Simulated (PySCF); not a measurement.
C6H8O2.
Cartesian coordinates in Å at the PBE0-D3(BJ)/def2-SVP level; atoms count from 1:
```
atom  x, y, z in Å
C1    -1.347    1.380    0.405
C2    -1.176    0.081    0.149
C3    -2.185   -0.782   -0.545
C4     0.081   -0.631    0.540
C5     1.114   -0.890   -0.572
C6     1.986    0.012    0.281
O7     3.085    0.454    0.252
O8     1.037    0.201    1.239
H9    -2.264    1.897    0.108
H10   -0.578    1.955    0.926
H11   -2.495   -1.623    0.099
H12   -3.082   -0.211   -0.818
H13   -1.768   -1.227   -1.464
H14   -0.147   -1.523    1.149
H15    0.871   -0.478   -1.561
H16    1.494   -1.916   -0.671
```

Linear response at wB97X-D/def2-SVPD (PySCF, frozen core in the response, non-relativistic).

Static isotropic polarisability: 75.74 au (11.22 Å³), principal values 59.6, 80.2, 87.4 au.

**Question.** What is the polarisability at 1064 nm and at the sodium D line?

**Answer.** 76.34 au at 1064 nm (+0.8 %), 77.76 au at 589.3 nm (+2.7 %). The rise at 589.3 nm is 3.37 times that at 1064 nm; a pure ω² law gives 3.26. The lowest singlet lies at 206 nm, shorter than both wavelengths.

**Question.** What is the isotropic C6 coefficient between two such molecules, C6 = (3/π)∫α(iω)² dω?

**Answer.** 2497 au (Eh·bohr⁶) by a ten-point quadrature over imaginary frequencies, which is 1490 eV·Å⁶ or 144 J·nm⁶/mol.

**Question.** Which effective excitation energy ω̄ makes London's formula C6 = (3/4)α²ω̄ exact here?

**Answer.** ω̄ = 4·C6/(3α²) = 0.580 Eh = 15.8 eV. A one-pole form α(ω) = α/(1 − ω²/ω̄²) fitted to the 1064 nm value gives 13.1 eV.

**Question.** How many electrons N does the Slater–Kirkwood formula C6 = (3/4)·√N·α^(3/2) need to give this C6?

**Answer.** N = (4·C6/3)²/α³ = 25.5; the species has 60 electrons in all.

**Question.** The lowest 6 singlets have (eV, f): 6.01, 0.000; 7.26, 0.389; 7.40, 0.017; 7.51, 0.011; 7.97, 0.005; 8.12, 0.057. What share of the static polarisability do they carry in the sum over states α = Σ f/ω²?

**Answer.** 6.56 au, 8.7 % of α; the largest term, 5.47 au, is that of the state at 7.26 eV. Their oscillator strengths add up to 0.48. Higher states carry the rest.

**Question.** What three-body coefficient follows from the one-pole estimate C9 = (3/4)·α·C6?

**Answer.** 142000 au. This is an estimate from the two numbers above, not a computed integral.

**Question.** What molar refraction at the D line follows from R = (4π/3)·N_A·α′, with α′ the polarisability volume?

**Answer.** α′ = 11.52 Å³ gives R = 29.07 cm³/mol, for isolated, non-vibrating species.

**Question.** What n − 1 at the D line would an ideal gas of it have at 273.15 K and 1 atm (2.6868 × 10¹⁹ cm⁻³), by n − 1 = 2π·N·α′?

**Answer.** 19.45 × 10⁻⁴, a formal value whether or not that pressure can be reached.

Cost: about 70 s of CPU time on one thread; the machine was shared, so the figure is rough. This is the whole response run at wB97X-D/def2-SVPD, SCF included.

One conformer stands for the species.

wB97X-D is run here without its empirical dispersion term; that term would change no orbital, density or response property at a fixed geometry.
